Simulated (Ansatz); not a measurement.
A made-up structure of CH$_{2}$SiTe, singlet:

```xyz
5
angstrom
C -0.7165 -0.3890 -0.2565
Si 0.4953 0.6892 0.0881
Te 0.9601 -1.5793 0.7909
H -1.6354 -0.8292 -0.5983
H -0.2476 -1.3371 -0.3265
```

It is relaxed with PBE-D4/def2-SVP and then PBE0-D4/def2-TZVP (Ansatz 0.2.0). Atoms count as bonded within 1.22 times the sum of their covalent radii (H–H: 0.88 Å). The end point is not checked to be a true minimum.

Problem. Does its bonding change? (Judge from chemistry; the calculation decides.)

Solution. By the calculation: Yes. Formed: none; broken: Te3–H5.

Where it ends: The first stage lowers the energy by 3.74 eV in 10 steps. It ends as CH₂SiTe ([CH2]1[Si][Te]1):
C1  (-0.533, -0.738, -0.356)
Si2  (0.547, 0.728, 0.129)
Te3  (0.763, -1.401, 1.282)
H4  (-1.584, -0.756, -0.079)
H5  (-0.336, -1.278, -1.278)
(Å)

Labels in which every atom is bracketed show which atoms are joined, not bond orders.

For scale, one of the runs: PBE0-D4/def2-TZVP relaxation, 130 basis functions, launched by `ansatz run in.yaml --threads 2 --pin off --events-out ev --progress --plain --max-ram 4352MiB`. Hardware: 2 CPU threads of an Arm Neoverse V1, shared host. Wall time about 21 s.
